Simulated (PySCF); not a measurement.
**Assignment exercise: C$_{7}$H$_{13}$N**

Atoms are numbered as in `[CH2:1]=[CH:2][C@@H:3]1[CH2:4][N:5]1[CH:6]([CH3:7])[CH3:8]` (H(Xn): hydrogen on atom n). Ha(C4) is cis to C2 on the ring; Ha(C1) is cis to C3; Hb(C4) is trans to C2 on the ring; Hb(C1) is trans to C3.

Theory: structure optimised with GFN2-xTB, shieldings: GIAO PBE0/pcSseg-1, in PySCF 2.14.0 with density-fitted response routines (rapidly exchanging positions averaged, a single conformation, isolated molecule, non-relativistic).

References, each an isolated molecule treated in the same way: TMS for ¹³C (σ = 186.93 ppm) and ¹H (σ = 31.72 ppm).

(1) Assign these signals to the numbered atoms. ¹³C{¹H} NMR (computed): δ 152.0 (CH), 120.2 (CH2), 62.6 (CH), 43.8 (CH), 34.6 (CH2), 25.0 (CH3), 24.3 (CH3).

(2) Assign these signals to the numbered atoms. ¹H NMR (600 MHz, computed): δ 5.79 (m, 1H), 5.59 (m, 1H), 5.35 (m, 1H), 1.59 (m, 1H), 1.49 (m, 1H), 1.41 (m, 1H), 1.31 (m, 1H), 1.17 (m, 3H), 1.12 (d, 3H).

Answers

(1) 
| δ (ppm) | atoms | environment | reason |
| --- | --- | --- | --- |
| 152.0 | C2 | alkene CH | as expected for a trigonal carbon in a double bond |
| 120.2 | C1 | terminal =CH2 carbon | an sp2 carbon of a C=C bond |
| 62.6 | C6 | sp3 CH bonded to N | deshielded by the electronegative neighbour |
| 43.8 | C3 | aziridine ring carbon | pulled downfield by the heteroatom |
| 34.6 | C4 | aziridine ring carbon | – |
| 25.0 | C7 | methyl carbon | a saturated carbon with 1 carbon neighbour and no heteroatom attached |
| 24.3 | C8 | methyl carbon | – |

C7 and C8 lie closer than the usual error of such a calculation, so a measured spectrum could show them in the other order.

(2) 
| δ (ppm) | atoms | environment | reason |
| --- | --- | --- | --- |
| 5.79 | H(C2) | hydrogen on an alkene CH | olefinic region |
| 5.59 | Ha(C1) | hydrogen on a terminal =CH2 carbon | a vinylic proton, deshielded by the sp2 carbon and the C=C anisotropy |
| 5.35 | Hb(C1) | hydrogen on a terminal =CH2 carbon | – |
| 1.59 | H(C3) | hydrogen on an aziridine ring carbon | – |
| 1.49 | Ha(C4) | hydrogen on an aziridine ring carbon | – |
| 1.41 | Hb(C4) | hydrogen on an aziridine ring carbon | – |
| 1.31 | H(C6) | hydrogen on an sp3 CH bonded to N | – |
| 1.17 | H(C7) | hydrogen on a methyl carbon | – |
| 1.12 | H(C8) | hydrogen on a methyl carbon | – |

H(C3) and Ha(C4); Ha(C4) and Hb(C4); Hb(C4) and H(C6); H(C7) and H(C8) lie closer than the usual error of such a calculation, so a measured spectrum could show them in the other order.

Shifts are as computed. Against solution values, carbons near 30 ppm lie about +3 ppm off and those near 130 ppm about +5 ppm. Of 1211 compounds with measured shifts, 218 miss one by over three times the rms of a fit or turn the order of signals round; such compounds aren't used in these exercises. No couplings were computed; multiplicities are counted from neighbouring protons, with m where these are inequivalent, close in shift, in a saturated or five-membered ring or joined by F or P, and br s for small geminal =CH2 splittings.
